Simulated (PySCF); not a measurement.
Stepwise substitution at one centre (In Cl-SH). Gas-phase values, no solvent. One relaxed conformer stands for each flexible species; it need not be the lowest. Strings in code marks are SMILES.

The four lowest singlet excitations (Tamm–Dancoff). Method: B3LYP-D3(BJ)/def2-TZVP // PBE0-D4/def2-TZVP in PySCF 2.14.0. B3LYP has the VWN-RPA correlation part, as in Gaussian. Excitations are Tamm–Dancoff values on a coarser integration grid. The basis has no diffuse functions, so Rydberg states are missing or too high.

```tsv
state	energy (eV)	wavelength (nm)	oscillator strength
S1	4.88	254	0.000
S2	5.00	248	0.000
S3	5.00	248	0.000
S4	5.09	244	0.049
```

Question: Name which member gives these states.
A. `[Cl][In]([Cl])[Cl]`
B. `[SH][In]([SH])[SH]`
C. `[SH][In]([SH])[Cl]` (H–S–In–Cl torsion -180°, Cl–In–S–H torsion 0°)
D. `[SH][In]([Cl])[Cl]` (H–S–In–Cl torsion 0°)

Answer: A, `[Cl][In]([Cl])[Cl]`
